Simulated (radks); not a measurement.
Problem. The mean radii <r> (bohr) of the occupied orbitals of an atom or ion are listed with their occupations. All-electron calculation, non-relativistic Kohn-Sham, PBE, spin-polarised, spherical densities, point nucleus. Program: a radial shooting solver on a logarithmic mesh with Libxc functionals.

orbital  occ.     <r>
1s up       1  0.1205
1s down     1  0.1205
2s up       1  0.6279
2s down     1  0.6279
2p up       3  0.6039
2p down     3  0.6039
3s up       1   2.554
3s down     1   2.540
3p up       1   3.399

Name the element and its charge. Open shells, if any, are filled with parallel spins first.

Solution. Z = 13, aluminium, charge 0: Al in [Ne] 3s2 3p1. The 1s radius gives Z: for a bare nucleus <r> = 1.5/Z, 0.1154 bohr for Z = 13, and screening makes it slightly larger (0.1205 here). The occupations add up to 13, and the charge is Z minus that.
